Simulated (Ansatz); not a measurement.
Species: C₃H₄NSSi (charge -1, singlet). It need not be the lowest isomer of its formula. Whether it binds its extra electron was not tested at this geometry. SMILES: c1[c-]sc(n1)[SiH3]
Geometry: optimised at B3LYP-D3(BJ)/def2-TZVP (Ansatz, a first-principles code).

Parts of the frozen-core correlation energy in cc-pV(D+d)Z (Ansatz, hartree). Frozen orbitals: 14; correlated occupied orbitals by spin: 16 and 16; virtual: 92 and 92. No spin-orbit coupling. No relativistic terms. The restricted reference is unstable.

```json
[
 {"term": "reference (HF)", "value": "-856.80632"},
 {"term": "MP2 opposite-spin", "value": "___"},
 {"term": "MP2 same-spin", "value": "___"},
 {"term": "CCSD correlation", "value": "-0.83896"},
 {"term": "(T)", "value": "___"},
 {"term": "T1 diagnostic", "value": "0.018"},
 {"term": "largest doubles amplitude", "value": "0.048"}
]
```

**Question.** Complete the blanks.

**Answer.** 
- MP2 opposite-spin, value: -0.58928
- MP2 same-spin, value: -0.21225
- (T), value: -0.03941
